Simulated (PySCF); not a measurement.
Compound: C7H4ClFO3.
SMILES with atom numbers: `[CH2:1]=[CH:2][O:3][c:4]1[o:5][c:6]([F:7])[cH:8][c:9](=[O:10])[c:11]1[Cl:12]` (hydrogens: H13, H14 on C1; H15 on C2; H16 on C8)

Theory: PBE0-D3(BJ)/def2-SVP geometry optimisation, gas phase (PySCF 2.14.0).

What internal coordinates does the optimisation give?

```json
{"bond": "C1=C2", "length (bohr)": "2.510", "order": "double"}
{"bond": "C2–O3", "length (bohr)": "2.592", "order": "single"}
{"bond": "O3–C4", "length (bohr)": "2.494", "order": "single"}
{"bond": "C4–O5", "length (bohr)": "2.550", "order": "aromatic"}
{"bond": "O5–C6", "length (bohr)": "2.528", "order": "aromatic"}
{"bond": "C6–F7", "length (bohr)": "2.465", "order": "single"}
{"bond": "C6–C8", "length (bohr)": "2.528", "order": "aromatic"}
{"bond": "C8–C9", "length (bohr)": "2.776", "order": "aromatic"}
{"bond": "C9=O10", "length (bohr)": "2.291", "order": "double"}
{"bond": "C9–C11", "length (bohr)": "2.787", "order": "aromatic"}
{"bond": "C11–Cl12", "length (bohr)": "3.229", "order": "single"}
{"bond": "C4–C11", "length (bohr)": "2.568", "order": "aromatic"}
{"bond": "C1–H13", "length (bohr)": "2.059", "order": "single"}
{"bond": "C1–H14", "length (bohr)": "2.063", "order": "single"}
{"bond": "C2–H15", "length (bohr)": "2.062", "order": "single"}
{"bond": "C8–H16", "length (bohr)": "2.058", "order": "single"}
```

Orders are formal, as drawn. A selection of angles:
```json
{"angle": "C2–C1–H13", "degrees": "119.2"}
{"angle": "C2–C1–H14", "degrees": "121.4"}
{"angle": "H13–C1–H14", "degrees": "119.4"}
{"angle": "C1–C2–O3", "degrees": "119.6"}
{"angle": "C1–C2–H15", "degrees": "124.6"}
{"angle": "O3–C2–H15", "degrees": "115.8"}
{"angle": "C2–O3–C4", "degrees": "123.2"}
{"angle": "O3–C4–O5", "degrees": "114.6"}
{"angle": "O3–C4–C11", "degrees": "123.3"}
{"angle": "O5–C4–C11", "degrees": "122.1"}
{"angle": "C4–O5–C6", "degrees": "119.1"}
{"angle": "O5–C6–F7", "degrees": "109.7"}
{"angle": "O5–C6–C8", "degrees": "124.5"}
{"angle": "F7–C6–C8", "degrees": "125.7"}
{"angle": "C6–C8–C9", "degrees": "120.2"}
{"angle": "C6–C8–H16", "degrees": "120.3"}
{"angle": "C9–C8–H16", "degrees": "119.4"}
{"angle": "C8–C9–O10", "degrees": "123.6"}
{"angle": "C8–C9–C11", "degrees": "112.8"}
{"angle": "O10–C9–C11", "degrees": "123.5"}
{"angle": "C9–C11–Cl12", "degrees": "118.5"}
{"angle": "C4–C11–C9", "degrees": "121.2"}
{"angle": "C4–C11–Cl12", "degrees": "120.3"}
```

Torsions: C1–C2–O3–C4 -175° (antiperiplanar); C2–O3–C4–O5 2° (synperiplanar). The mirror-image conformer, all signs reversed, is as good.

Of the pairs four or more bonds apart, O5···H15 is among the closest relative to their van der Waals radii: 2.25 Å, 83 % of the sum of Bondi's values. O5 (ring oxygen) is bent (angle 119.1°). The C–C distances run from 1.328 Å (C1=C2, drawn double) to 1.475 Å (C9–C11, drawn aromatic), a spread of 0.147 Å. The 6-membered ring C4–O5–C6–C8–C9–C11 has internal angles of 112.8° to 124.5°; it is planar, 0.00 Å rms from its mean plane, widest ring torsion 1°. O3 (oxygen bonded to 2 C) is bent (angle 123.2°). The 5 C–O bonds span 1.212 Å (C9=O10, drawn double) to 1.372 Å (C2–O3, drawn single), a spread of 0.160 Å.

Point group: near Cs, missed by 0.29 Å at most; the miss may be what the optimiser left on a soft mode. No PBE0-D3(BJ)/def2-SVP frequencies stand behind this structure, so it isn't proved a minimum. The numbers are those of one conformer.
